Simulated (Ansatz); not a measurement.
Job for Ansatz (a first-principles code): SC-NEVPT2 on CASSCF(2,2)/def2-SVP on CH6InN (SMILES C[NH][InH2]), a point of a bond scan (R = 2.725 Å). Elements past Kr take the def2 small-core potentials; no spin–orbit coupling.

Ansatz 0.2 input:
```yaml
crystal:
  periodic: [false, false, false]
  atoms:
    - {symbol: In, position_ang: [-0.03752919, 0.10487719, 0.63130161]}
    - {symbol: H, position_ang: [-1.34881149, 0.75491230, 1.52746469]}
    - {symbol: H, position_ang: [1.51703095, -0.44616652, 1.11044164]}
    - {symbol: N, position_ang: [-0.36976692, -0.04668679, -1.36186146]}
    - {symbol: C, position_ang: [0.52710559, -0.54983309, -2.38579940]}
    - {symbol: H, position_ang: [-2.76597037, 0.76366397, -2.37440461]}
    - {symbol: H, position_ang: [0.76606523, 0.20772366, -3.14278509]}
    - {symbol: H, position_ang: [0.11691729, -1.42177248, -2.91066943]}
    - {symbol: H, position_ang: [1.47071274, -0.86131651, -1.93352653]}
basis:
  gaussian:
    orbitals: def2-SVP
    pivot_positions_ang: [[-0.03752919, 0.10487719, 0.63130161], [-1.34881149, 0.75491230, 1.52746469], [1.51703095, -0.44616652, 1.11044164], [-0.36976692, -0.04668679, -1.36186146], [0.52710559, -0.54983309, -2.38579940], [-2.76597037, 0.76366397, -2.37440461], [0.76606523, 0.20772366, -3.14278509], [0.11691729, -1.42177248, -2.91066943], [1.47071274, -0.86131651, -1.93352653]]
magnetization: {spin_polarized: false}
correlation: {method: sc_nevpt2, electrons: outside_noble_gas, active_space: {window: {electrons: 2, orbitals: 2}}}
output: {orbitals: {seedname: ./end}}
```

Output:

```
WARN ansatz: RAYON_NUM_THREADS=1 ignored (pool sized by the plan → 1); use --threads N
Functional definition: HF
integrals: 0.03 GiB planned
1020 factors; integrals over basis functions are off by at most 3.7e-4 eV
mean field: 0.22 GiB planned
mean field evaluation 1: about -7736.4916 eV, gradient 4.5e1 eV
mean field evaluation 2: about -7736.6048 eV, gradient 4.5e1 eV
mean field evaluation 4: about -7744.7279 eV, gradient 7.9e0 eV
mean field evaluation 8: about -7745.0684 eV, gradient 5.9e-1 eV
mean field evaluation 16: about -7745.0698 eV, gradient 1.3e-6 eV
mean field evaluation 32: about -7742.6550 eV, gradient 5.1e0 eV
mean field evaluation 64: about -7745.0331 eV, gradient 5.9e-1 eV
mean field -7745.06984641 eV, -284.6260670586 hartree, gradient 1.3e-6 eV, S^2 0.000000; 7 other end points of the search recorded, 0 dependent functions left out; unrestricted orbitals would lower it
reference -7745.06984641 eV, -284.6260670586 hartree; 20, 20 occupied and 64, 64 virtual orbitals, 1020 factors
configuration interaction: 0.20 GiB planned
configuration interaction: 0.00 GiB planned
state -7748.72902363 eV, -284.7605393413 hartree
state -7748.72902363 eV, -284.7605393413 hartree; corrected -7758.16622429 eV, -285.1073500686 hartree
Total energy: -7758.16622429 eV, -285.1073500686 hartree
```

The run converged.

Cost: very roughly 5 core-seconds.
